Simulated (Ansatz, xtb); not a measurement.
**Relaxing a trial structure of C2NSi−**

The starting geometry of this gas-phase triplet was built from a drawn formula by distance geometry and a force field; its bonds are those of `[C-]1=C2[Si]N12`.

```yaml
atoms:
  - { symbol: C, position_ang: [-3.0629, -0.0601, 1.8598] }
  - { symbol: C, position_ang: [-2.8234, -0.8310, 0.8224] }
  - { symbol: N, position_ang: [-2.2117, 0.4343, 0.8184] }
  - { symbol: Si, position_ang: [-1.0518, -0.6955, 1.1668] }
```

Question: Predict what it relaxes into with r2SCAN-D4/def2-SVPD.

Answer: It keeps its bonds, and is `[C-]1=C2[Si]N12`. Distances that change by over a tenth: C2–N3 (1.41 → 1.59 Å), N3–Si4 (1.66 → 1.88 Å).

The energy falls by 1.87 eV over 13 steps:

```tsv
step	E − E(last) (eV)
1	1.871
2	1.231
4	0.487
5	0.304
6	0.226
8	0.006
9	0.002
10	0.000
12	0.000
13	0.000
```

Final geometry (Å):

```yaml
atoms:
  - { symbol: C, position_ang: [-3.4768, 0.1248, 1.4812] }
  - { symbol: C, position_ang: [-2.6787, -0.9770, 1.1694] }
  - { symbol: N, position_ang: [-2.1285, 0.5086, 1.2291] }
  - { symbol: Si, position_ang: [-0.8659, -0.8087, 0.7877] }
```

From the same start GFN2-xTB reaches the same bonding as this run.

The end wasn't checked by frequencies. Open shells are spin-unrestricted. The triplet needn't be the ground state. Run with Ansatz 0.2.0, 54 s on 2 threads of Arm Neoverse V1, on a shared host.
